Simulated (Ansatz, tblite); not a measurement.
Cost and result up the ladder for Sn₆ (the lowest singlet isomer of a short search) (6 atoms). Total charge 0; singlet. Geometry: PBE-D4/def2-SVP.

```xyz
6

Sn   -1.466   -0.861   -0.240
Sn    0.977   -1.154   -1.837
Sn    0.760   -1.703    1.475
Sn    1.466    0.861    0.237
Sn   -0.762    1.705   -1.473
Sn   -0.975    1.152    1.837
```

Ansatz on 4 threads of Intel Xeon Platinum 8488C on a shared host; xTB runs through tblite on one thread. Times are rough, summed over both states, and most runs start from the orbitals of an earlier one. No level here is sound enough to serve as a yardstick. The other state is a triplet.

In the def2 sets Sn takes a core potential; there is no spin–orbit coupling. The xTB rows come from tblite. HOMO above LUMO, or a gap near zero within one spin, warns that the state may not be the lowest or that an electron is smeared out. The structure comes from a short search, and lower isomers may exist.

xTB has no spin-polarisation term.

```
           level  functions  wall time  vertical triplet (eV)                                                                           remarks
        GFN1-xTB         54    0.017 s                   1.21                                                                                 –
        GFN2-xTB         54    0.033 s                   1.31                                                                                 –
 PBE-D4/def2-SVP        156       11 s                   1.58  gap within one spin near zero (triplet), restricted SCF unstable in HF (singlet)
PBE0-D4/def2-SVP        156       16 s                   1.59                                           restricted SCF unstable in HF (singlet)
```
